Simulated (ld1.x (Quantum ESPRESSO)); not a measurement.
# An all-electron radial function and its pseudo partner (Fe (Z = 26))

Columns: radius, all-electron u(r) and pseudo u(r) of the 4p shell (level -1.75 eV) of iron in the configuration [Ar] 3d6 4s1.5 4p0.5; PBE, scalar-relativistic, TM scheme, ld1.x (Quantum ESPRESSO) 7.5.

| r (bohr) | all-electron | pseudo |
| --- | --- | --- |
| 0.168 | 0.0999 | 0.0034 |
| 0.335 | -0.0438 | 0.0136 |
| 0.503 | -0.1600 | 0.0304 |
| 0.670 | -0.1774 | 0.0532 |
| 0.838 | -0.1282 | 0.0820 |
| 1.005 | -0.0492 | 0.1156 |
| 1.172 | 0.0377 | 0.1535 |
| 1.340 | 0.1220 | 0.1948 |
| 1.508 | 0.1981 | 0.2382 |
| 1.675 | 0.2641 | 0.2819 |
| 1.842 | 0.3201 | 0.3247 |
| 2.010 | 0.3671 | 0.3650 |
| 2.178 | 0.4054 | 0.4013 |
| 2.345 | 0.4358 | 0.4321 |
| 2.512 | 0.4594 | 0.4569 |
| 2.680 | 0.4768 | 0.4756 |
| 2.848 | 0.4889 | 0.4884 |
| 3.015 | 0.4961 | 0.4960 |
| 3.182 | 0.4992 | 0.4992 |
| 3.350 | 0.4989 | 0.4989 |
| 3.518 | 0.4955 | 0.4955 |
| 3.685 | 0.4897 | 0.4897 |
| 3.852 | 0.4819 | 0.4819 |
| 4.020 | 0.4723 | 0.4723 |
| 4.188 | 0.4614 | 0.4614 |
| 4.355 | 0.4495 | 0.4495 |

(1) How many radial nodes do the two functions have?

(2) At about which radius was the pseudo-wave matched?

(3) Is the pseudo-wave norm-conserving?

## Answers

(1) The all-electron 4p function has n − l − 1 = 2; the pseudo-wave has 0, since the states of the same l below it are removed with the core.

(2) 3.35 bohr. The columns agree to 0.0005 from 3.02 bohr on; several derivatives are matched, so the curves merge somewhat inside the radius.

(3) Yes: the TM scheme keeps the norm inside the radius equal to the all-electron one, which fixes the energy derivative of the logarithmic derivative at the level.
